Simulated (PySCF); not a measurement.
Simulation results for AlCl2H

Computed with PySCF 2.14.0. Calculation on a computer-drawn molecule: vertical ionisation energy to the stated ion spin, frozen-core CCSD(T) at the basis limit and cheaper methods, single-reference cases, UHF for radicals, no spin-orbit; all values are single points at the evaluated structure, the first of each entry, which is the reference or a displaced copy of it and isn't optimised; the reference structure only sets the zero of the energies above reference; triples share is (T) over the correlation energy.

### AlCl2H

Evaluated structure:
```xyz
4
AlCl2H
Cl    -0.3601    -0.7247     1.6491
Al    -1.6977    -0.3384     0.0930
Cl    -4.0104     0.8810     0.5571
H     -1.3839    -0.7416    -1.4460
```

Reference structure:
```xyz
4
AlCl2H
Cl    -0.4042    -0.7903     1.6049
Al    -1.7191    -0.3498     0.0329
Cl    -3.5124     0.6390     0.4804
H     -1.3723    -0.7468    -1.4289
```

It was run with charge 0, multiplicity 1, ion multiplicity 2, diffuse functions no, basis cc-pV(n+d)Z, reference is the Hartree-Fock double-zeta minimum, best is HF at quadruple zeta + MP2 correlation extrapolated from triple and quadruple zeta + CCSD(T) minus MP2 at triple zeta and basis step is the size of the change from the same recipe one zeta lower.

Drawn bonds:
| atom | other atom | order |
| --- | --- | --- |
| 1 | 2 | 1 |
| 2 | 3 | 1 |
| 2 | 4 | 1 |

## Withheld values
1. AlCl2H: total energy CCSD(T) triple zeta?
2. AlCl2H: dipole magnitude wB97X at triple zeta?
3. What ion spin squared at triple zeta does the calculation give for AlCl2H?

## Answers
1. -1162.1594 hartree
2. 3.544 debye
3. 0.7609

Further results for AlCl2H:

| Property | Result |
| --- | --- |
| ionisation energy best | 10.84 eV |
| ionisation energy basis step | 0.0879 eV |
| energy above reference best | 32.32 kcal/mol |
| energy above reference basis step | 1 kcal/mol |
| ionisation energy Koopmans at triple zeta | 11.52 eV |
| ionisation energy EOM CCSD at triple zeta | 10.79 eV |
| total energy HF triple zeta | -1161.6483 hartree |
| total energy best | -1162.2470 hartree |
| T1 diagnostic at triple zeta | 0.01093 |
| D1 diagnostic at triple zeta | 0.03071 |
| ion T1 diagnostic at triple zeta | 0.01193 |
| ion D1 diagnostic at triple zeta | 0.0307 |
| triples share at triple zeta | 0.04022 |
| basis functions triple zeta | 131 |
| dipole magnitude HF at triple zeta | 3.718 debye |
| dipole magnitude CCSD unrelaxed at triple zeta | 3.342 debye |
| dipole magnitude PBE at triple zeta | 3.164 debye |
| dipole magnitude r2SCAN at triple zeta | 3.297 debye |
| dipole magnitude B3LYP at triple zeta | 3.309 debye |

Triple zeta:
| method | ionisation energy (eV) | energy above reference (kcal/mol) |
| --- | --- | --- |
| HF | 9.517 | 33.63 |
| PBE | 10.99 | 27.93 |
| r2SCAN | 10.69 | 31.3 |
| B3LYP | 10.72 | 29.58 |
| wB97X | 10.72 | 32.91 |
| MP2 | 10.72 | 32.84 |
| CCSD | 10.52 | 32.5 |
| CCSD(T) | 10.6 | 31.91 |
